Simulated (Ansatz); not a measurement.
A short molecular-dynamics run on PdCl2.

```yaml
crystal:
  periodic: [false, false, false]
  atoms:
    - {symbol: Pd, position_ang: [-0.877127, 0.010274, 0.289049]}
    - {symbol: Cl, position_ang: [0.905791, 0.785971, 1.245164]}
    - {symbol: Cl, position_ang: [-0.028664, -0.796245, -1.534213]}
basis:
  gaussian: {orbitals: def2-SVP}
magnetization: {spin_polarized: true, initial_magnetization: 0}
hamiltonian: {xc: {name: revPBE}}
md: {timestep: 0.5 fs, n_steps: 15, ensemble: nvt_nose_hoover, temperature: 1500, initial_velocities: maxwell_boltzmann, seed: 584}
scf: {omitted_lower_state_checks: [starts]}
```

```sh
$ ansatz run in.yaml --threads 4 --pin off --events-out ev --progress --plain --max-ram 3916MiB
```

```tsv
step	time (fs)	potential energy (eV)	kinetic (eV)	T (K)	conserved (eV)
0	0.0	-28514.8314	0.1939	1500	-28514.6375
1	0.5	-28514.8349	0.1974	1527	-28514.6375
2	1.0	-28514.8382	0.2007	1553	-28514.6375
3	1.5	-28514.8414	0.2039	1578	-28514.6375
4	2.0	-28514.8444	0.2070	1601	-28514.6375
5	2.5	-28514.8473	0.2098	1623	-28514.6375
6	3.0	-28514.8501	0.2126	1645	-28514.6375
7	3.5	-28514.8526	0.2151	1664	-28514.6375
8	4.0	-28514.8550	0.2175	1683	-28514.6375
9	4.5	-28514.8573	0.2198	1700	-28514.6375
10	5.0	-28514.8593	0.2218	1716	-28514.6375
11	5.5	-28514.8612	0.2237	1730	-28514.6375
12	6.0	-28514.8629	0.2253	1743	-28514.6375
13	6.5	-28514.8644	0.2268	1755	-28514.6375
14	7.0	-28514.8657	0.2281	1765	-28514.6375
15	7.5	-28514.8668	0.2292	1773	-28514.6375
```

Velocities are drawn at the set temperature; a run this short doesn't reach equilibrium.

In the def2 sets Pd takes a core potential; there is no spin–orbit coupling. The unrestricted singlet has broken spin symmetry (⟨S²⟩ up to 0.13).

Frames (Å, forces in eV/Å):

```xyz
3
time=0.0 fs
Pd   -0.877    0.010    0.289   -1.120    0.013    0.369
Cl    0.906    0.786    1.245    0.767    0.344    0.431
Cl   -0.029   -0.796   -1.534    0.353   -0.357   -0.801
3
time=0.5 fs
Pd   -0.877    0.010    0.288   -1.067    0.038    0.400
Cl    0.907    0.788    1.249    0.712    0.319    0.399
Cl   -0.031   -0.797   -1.535    0.355   -0.356   -0.800
3
time=1.0 fs
Pd   -0.877    0.010    0.288   -1.013    0.062    0.431
Cl    0.909    0.790    1.252    0.657    0.293    0.367
Cl   -0.033   -0.798   -1.537    0.357   -0.355   -0.798
3
time=1.5 fs
Pd   -0.877    0.009    0.287   -0.959    0.085    0.460
Cl    0.911    0.792    1.256    0.601    0.268    0.335
Cl   -0.034   -0.799   -1.538    0.358   -0.353   -0.795
3
time=2.0 fs
Pd   -0.877    0.009    0.286   -0.908    0.109    0.489
Cl    0.913    0.794    1.259    0.549    0.245    0.307
Cl   -0.036   -0.800   -1.539    0.358   -0.354   -0.796
3
time=2.5 fs
Pd   -0.877    0.008    0.285   -0.855    0.131    0.516
Cl    0.914    0.796    1.263    0.498    0.223    0.280
Cl   -0.038   -0.801   -1.541    0.358   -0.354   -0.796
3
time=3.0 fs
Pd   -0.877    0.008    0.285   -0.803    0.153    0.543
Cl    0.916    0.798    1.266    0.446    0.201    0.252
Cl   -0.040   -0.802   -1.542    0.356   -0.354   -0.795
3
time=3.5 fs
Pd   -0.877    0.008    0.284   -0.750    0.174    0.568
Cl    0.918    0.801    1.270    0.396    0.179    0.225
Cl   -0.042   -0.803   -1.544    0.355   -0.353   -0.793
3
time=4.0 fs
Pd   -0.877    0.007    0.283   -0.698    0.195    0.592
Cl    0.920    0.803    1.273    0.345    0.157    0.198
Cl   -0.044   -0.804   -1.545    0.352   -0.352   -0.790
3
time=4.5 fs
Pd   -0.877    0.007    0.283   -0.645    0.215    0.614
Cl    0.922    0.805    1.277    0.296    0.135    0.171
Cl   -0.045   -0.805   -1.547    0.350   -0.350   -0.785
3
time=5.0 fs
Pd   -0.877    0.007    0.282   -0.593    0.234    0.635
Cl    0.924    0.807    1.280    0.247    0.113    0.144
Cl   -0.047   -0.807   -1.549    0.346   -0.347   -0.780
3
time=5.5 fs
Pd   -0.877    0.006    0.282   -0.541    0.252    0.655
Cl    0.926    0.809    1.284    0.198    0.092    0.118
Cl   -0.049   -0.808   -1.550    0.342   -0.345   -0.773
3
time=6.0 fs
Pd   -0.877    0.006    0.281   -0.489    0.270    0.673
Cl    0.928    0.811    1.288    0.151    0.071    0.091
Cl   -0.050   -0.809   -1.552    0.338   -0.341   -0.765
3
time=6.5 fs
Pd   -0.877    0.006    0.280   -0.437    0.287    0.690
Cl    0.930    0.814    1.291    0.104    0.050    0.066
Cl   -0.052   -0.810   -1.554    0.333   -0.337   -0.756
3
time=7.0 fs
Pd   -0.877    0.005    0.280   -0.386    0.303    0.705
Cl    0.932    0.816    1.295    0.059    0.030    0.040
Cl   -0.054   -0.811   -1.556    0.327   -0.333   -0.745
3
time=7.5 fs
Pd   -0.878    0.005    0.279   -0.335    0.318    0.719
Cl    0.934    0.818    1.299    0.014    0.010    0.015
Cl   -0.055   -0.813   -1.558    0.321   -0.328   -0.734
```

It took 37 s on 4 threads of Arm Neoverse V1 on a shared host.
